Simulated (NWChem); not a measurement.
System: H2 cation, doublet

Program: NWChem. Spin-unrestricted. Coordinates come from a PBE0/def2-SVP, spin-unrestricted optimisation. No stability test was run on the SCF state. Level: PBE/def2-SVP with COSMO at NWChem's default radii, gas-phase geometry; rows give the dielectric constant. Reactions with the solvent are ignored.

```tsv
dielectric constant	electrostatic solvation energy (kcal/mol)
1.5	(withheld)
2.4	-64.6
4.8	-87.6
11.7	-101.2
46.7	-108.3
```

What belongs in the gaps?


- 1.5, electrostatic solvation energy (kcal/mol): -36.9
